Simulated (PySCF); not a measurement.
Molecule: SMILES c1(CCC)cnsn1, C5H8N2S.

Bonds (- single, = double, # triple, : aromatic): C1-C2, C2-C3, C3-C4, C4:C5, C5:N6, N6:S7, S7:N8, N8:C4. C1 carries H9, H10, H11; C2 carries H12, H13; C3 carries H14, H15; C5 carries H16.

Frames of a GFN2-xTB Langevin trajectory at 300 K; GIAO PBE0/pcSseg-1 shieldings in PySCF 2.14.0 with density-fitted response routines, gas phase, non-relativistic; equivalent atoms averaged within each frame.

References, each an isolated molecule treated in the same way: ¹³C (σ = 186.93 ppm), ¹H (σ = 31.72 ppm) vs TMS; ¹⁵N (σ = 267.73 ppm) against NH3; ³³S (σ = 503.73 ppm) against CS2. The references are static minima.

Task: How do the shifts (ppm) fluctuate along the trajectory?

Result: 
| time (fs) | C4 | C5 | C3 | C2 | C1 | N6 | N8 | S7 | H16 | H14/H15 |
| --- | --- | --- | --- | --- | --- | --- | --- | --- | --- | --- |
| 250 | 166.1 | 159.6 | 31.9 | 24.9 | 16.5 | 411.8 | 401.5 | 591 | 8.82 | 2.52 |
| 425 | 167.3 | 157.8 | 37.9 | 34.5 | 16.7 | 476.6 | 390.3 | 551 | 9.14 | 3.60 |
| 625 | 170.2 | 151.5 | 42.0 | 22.2 | 17.6 | 411.3 | 405.2 | 528 | 8.19 | 3.41 |
| 800 | 167.7 | 150.4 | 30.0 | 26.0 | 18.0 | 437.1 | 435.4 | 523 | 8.79 | 2.52 |
| 1000 | 168.7 | 152.3 | 44.4 | 23.5 | 16.6 | 386.7 | 397.2 | 472 | 8.19 | 4.47 |
| mean of frames | 168.0 | 154.3 | 37.3 | 26.2 | 17.1 | 424.7 | 405.9 | 533 | 8.62 | 3.30 |
| standard deviation | 1.5 | 4.1 | 6.2 | 4.8 | 0.7 | 34.0 | 17.4 | 43 | 0.42 | 0.82 |

5 frames give an uncertainty of the mean of about the standard deviation over 2.2 at best, since frames this close in time may not be independent; classical motion lacks zero-point vibration, and the reference would need the same averaging.
